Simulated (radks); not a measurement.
Fractional charge and spin in the 4p shell of ruthenium: the spin-up occupation runs from 2 to 3 and the spin-down occupation from 2 to 3; the fullest corner is Ru3+, [Ar] 3d10 4s2 4d(up 2.5, down 2.5) 4p(up 3, down 3). Method: scalar-relativistic Kohn-Sham, r2SCAN, spin-polarised, spherical densities, finite nucleus; meta-GGA in the generalised Kohn-Sham scheme; Fermi nuclear charge, rms radius of each element as measured or else 0.836 A^(1/3) + 0.57 fm; computed with a radial shooting solver on a logarithmic mesh with Libxc functionals. Energy (eV) minus the two flat planes that join the four corners (they meet along the diagonal where the two added fractions sum to one electron); zero is where a piecewise linear energy would lie.

down \ up,2,2.25,2.5,2.75,3
2,0.000,-1.631,-2.168,-1.621,0.000
2.25,-1.631,-2.065,-1.418,0.298,-1.538
2.5,-2.168,-1.418,0.398,-1.343,-2.042
2.75,-1.621,0.298,-1.343,-1.947,-1.525
3,0.000,-1.538,-2.042,-1.525,0.000

Corners above the fullest one (they belong to Ru4+ and the next ion): (up 3, down 2) 90.180 eV, (up 2, down 3) 90.180 eV, (up 2, down 2) 198.80 eV. With half an added electron in each spin the energy lies 0.398 eV from the planes, and with half an added electron in spin up alone -2.168 eV. The planes are only a guide here: the flat-plane condition holds for ground states with one frontier orbital, while this shell lies below other occupied shells, so the corners above the fullest one are inner-hole states and not the ground states of those ions.
